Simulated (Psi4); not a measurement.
A dimer, COS ··· Na+ (SMILES O=C=S and [Na+]) (charge +1); the first 3 atoms form monomer A.

```
4

O     -1.2663    -0.2515     0.0000
C     -0.1330    -0.0264     0.0000
S      1.3993     0.2779     0.0000
Na    -3.3293    -0.7399     0.0002
```

**Question.** What interaction energy does SAPT0/jun-cc-pVDZ, all electrons correlated (Psi4 1.11) give, and which attractive term is the largest?

**Answer.** Total -14.22 kcal/mol: electrostatics -12.46, exchange 8.41, induction -9.99, dispersion -0.18. The most attractive term is electrostatics.
